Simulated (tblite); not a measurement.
Compound: C₆H₉BCl₂O.
Numbering: `[CH3:1]/[CH:2]=[C:3](\[CH2:4][B:5]([Cl:6])[Cl:7])[C:8]([CH3:9])=[O:10]` (hydrogens: H11, H12, H13 on C1; H14 on C2; H15, H16 on C4; H17, H18, H19 on C9)

Computed with GFN2-xTB (tblite), gas phase: L-BFGS steps from a force-field or distance-geometry start until the largest atomic force falls under 0.01 eV/Å.

Step 46: E = -867.2582 eV
```
atom  x, y, z in Å  |  force x, y, z in eV/Å
C1      0.9809    2.0371    0.2496    0.016   0.018   0.001
C2     -0.1815    1.1055    0.2795   -0.019   0.047  -0.006
C3     -0.2086   -0.0891   -0.3179    0.023   0.030  -0.024
C4      0.9782   -0.6304   -1.0842    0.025  -0.013   0.013
B5      2.0743   -1.2183   -0.0931   -0.007   0.038  -0.041
Cl6     1.6210   -2.2743    1.1804   -0.014  -0.018   0.014
Cl7     3.7286   -0.7594   -0.2223    0.030  -0.034  -0.024
C8     -1.3928   -0.9832   -0.2863    0.044   0.005   0.010
C9     -2.5212   -0.6183    0.6459   -0.019  -0.002   0.007
O10    -1.4445   -1.9682   -0.9897   -0.026  -0.047  -0.014
H11     1.1453    2.3991   -0.7661    0.001   0.011  -0.002
H12     0.8100    2.8926    0.8966   -0.005   0.008  -0.008
H13     1.8964    1.5382    0.5627   -0.006  -0.047   0.000
H14    -1.0588    1.4625    0.7946   -0.027   0.035   0.032
H15     0.5785   -1.4302   -1.7198    0.040  -0.002   0.030
H16     1.3956    0.1360   -1.7406   -0.052  -0.011   0.038
H17    -3.2409   -1.4316    0.6663   -0.020  -0.020  -0.023
H18    -2.1528   -0.4386    1.6523    0.021   0.002  -0.013
H19    -3.0175    0.2800    0.2846   -0.004   0.000   0.011
```

Step 47: E = -867.2592 eV
```
atom  x, y, z in Å  |  force x, y, z in eV/Å
C1      0.9821    2.0321    0.2511    0.020   0.021   0.001
C2     -0.1844    1.1048    0.2772   -0.018   0.074  -0.019
C3     -0.2124   -0.0893   -0.3211    0.035   0.040  -0.012
C4      0.9780   -0.6295   -1.0820    0.018  -0.023   0.012
B5      2.0735   -1.2130   -0.0880    0.008   0.051  -0.044
Cl6     1.6221   -2.2471    1.2046   -0.013  -0.011   0.002
Cl7     3.7299   -0.7659   -0.2367    0.030  -0.044  -0.016
C8     -1.3980   -0.9814   -0.2937    0.052   0.014  -0.005
C9     -2.5204   -0.6218    0.6483   -0.006  -0.011  -0.013
O10    -1.4545   -1.9582   -1.0082   -0.033  -0.041   0.004
H11     1.1495    2.4002   -0.7623   -0.011   0.001   0.002
H12     0.8160    2.8858    0.9022   -0.005  -0.009  -0.008
H13     1.8949    1.5256    0.5601   -0.008  -0.036   0.007
H14    -1.0631    1.4671    0.7862   -0.025   0.029   0.035
H15     0.5830   -1.4318   -1.7170    0.032  -0.006   0.023
H16     1.3955    0.1362   -1.7399   -0.056  -0.023   0.047
H17    -3.2384   -1.4370    0.6681   -0.019  -0.009  -0.006
H18    -2.1427   -0.4446    1.6522   -0.004  -0.003  -0.035
H19    -3.0205    0.2770    0.2913    0.003  -0.014   0.027
```

Step 48: E = -867.2602 eV
```
atom  x, y, z in Å  |  force x, y, z in eV/Å
C1      0.9833    2.0271    0.2521    0.016   0.018   0.001
C2     -0.1886    1.1060    0.2744   -0.015   0.083  -0.034
C3     -0.2165   -0.0882   -0.3244    0.028   0.039   0.012
C4      0.9781   -0.6277   -1.0783   -0.003  -0.020   0.012
B5      2.0724   -1.2067   -0.0823    0.037   0.047  -0.033
Cl6     1.6239   -2.2206    1.2280   -0.010   0.000  -0.012
Cl7     3.7309   -0.7744   -0.2537    0.034  -0.053  -0.005
C8     -1.4024   -0.9800   -0.3011    0.035   0.028  -0.018
C9     -2.5197   -0.6259    0.6503    0.013  -0.021  -0.035
O10    -1.4641   -1.9491   -1.0258   -0.025  -0.028   0.024
H11     1.1543    2.4009   -0.7590   -0.022  -0.008   0.006
H12     0.8228    2.8787    0.9075   -0.001  -0.018  -0.006
H13     1.8925    1.5110    0.5572   -0.014  -0.020   0.012
H14    -1.0689    1.4737    0.7778   -0.011   0.020   0.030
H15     0.5892   -1.4328   -1.7128    0.016  -0.017   0.009
H16     1.3949    0.1376   -1.7368   -0.048  -0.023   0.039
H17    -3.2368   -1.4424    0.6697   -0.009   0.005   0.008
H18    -2.1328   -0.4515    1.6518   -0.028  -0.009  -0.051
H19    -3.0222    0.2737    0.2977    0.007  -0.025   0.041
```

Step 49: E = -867.2613 eV
```
atom  x, y, z in Å  |  force x, y, z in eV/Å
C1      0.9840    2.0243    0.2519    0.005   0.011   0.001
C2     -0.1932    1.1094    0.2717   -0.009   0.064  -0.042
C3     -0.2197   -0.0857   -0.3261    0.008   0.028   0.035
C4      0.9782   -0.6251   -1.0736   -0.024  -0.007   0.009
B5      2.0719   -1.2017   -0.0784    0.063   0.030  -0.018
Cl6     1.6260   -2.2073    1.2396   -0.010   0.007  -0.013
Cl7     3.7317   -0.7830   -0.2673    0.045  -0.054   0.004
C8     -1.4042   -0.9797   -0.3046    0.004   0.048  -0.014
C9     -2.5194   -0.6293    0.6511    0.023  -0.021  -0.045
O10    -1.4688   -1.9451   -1.0338   -0.003  -0.030   0.021
H11     1.1580    2.4010   -0.7575   -0.025  -0.012   0.005
H12     0.8275    2.8747    0.9095    0.007  -0.015   0.004
H13     1.8892    1.4994    0.5549   -0.018  -0.002   0.017
H14    -1.0739    1.4803    0.7731    0.005   0.012   0.015
H15     0.5960   -1.4327   -1.7080   -0.006  -0.026  -0.005
H16     1.3933    0.1405   -1.7314   -0.029  -0.011   0.014
H17    -3.2372   -1.4457    0.6694    0.005   0.016   0.015
H18    -2.1274   -0.4564    1.6509   -0.042  -0.014  -0.048
H19    -3.0217    0.2714    0.3011    0.002  -0.024   0.045
```

**Question.** Estimate the geometry and energy of step 50. (The exact step hangs on the optimiser's Hessian estimate; all steps are aligned on step 49, rigid shifts and turns removed.)

**Answer.** E = -867.2623 eV, largest force 0.072 eV/Å
```
atom  x, y, z in Å  |  force x, y, z in eV/Å
C1      0.9845    2.0229    0.2514   -0.006   0.003  -0.001
C2     -0.1972    1.1139    0.2687   -0.009   0.024  -0.034
C3     -0.2221   -0.0828   -0.3267   -0.012   0.006   0.039
C4      0.9780   -0.6227   -1.0693   -0.027   0.003   0.006
B5      2.0726   -1.1972   -0.0759    0.068   0.003   0.001
Cl6     1.6272   -2.2005    1.2456   -0.003   0.020  -0.019
Cl7     3.7334   -0.7912   -0.2775    0.050  -0.051   0.009
C8     -1.4049   -0.9790   -0.3070   -0.025   0.044  -0.008
C9     -2.5191   -0.6321    0.6507    0.017  -0.011  -0.040
O10    -1.4713   -1.9438   -1.0370    0.027  -0.021   0.013
H11     1.1607    2.4012   -0.7569   -0.021  -0.009  -0.003
H12     0.8308    2.8721    0.9103    0.014  -0.002   0.017
H13     1.8859    1.4908    0.5534   -0.019   0.012   0.019
H14    -1.0773    1.4857    0.7710    0.014   0.012  -0.001
H15     0.6024   -1.4331   -1.7037   -0.027  -0.027  -0.008
H16     1.3908    0.1432   -1.7265   -0.006   0.007  -0.015
H17    -3.2380   -1.4477    0.6688    0.014   0.015   0.015
H18    -2.1250   -0.4600    1.6493   -0.040  -0.018  -0.029
H19    -3.0211    0.2695    0.3040   -0.009  -0.011   0.038
```

The energy changes by -0.0010 eV. The first-order estimate −F·Δx gives -0.0014 eV and the mean of the old and new forces, exact on a quadratic surface, -0.0010 eV. The step makes an angle of 74° with the force vector and moves no atom by more than 0.013 Å.

What follows is the cost of the whole relaxation. Time: 1.9 s of wall time. Hardware: one thread of an Arm Neoverse N1, shared host with 64 logical CPUs at a one-minute load of 60.
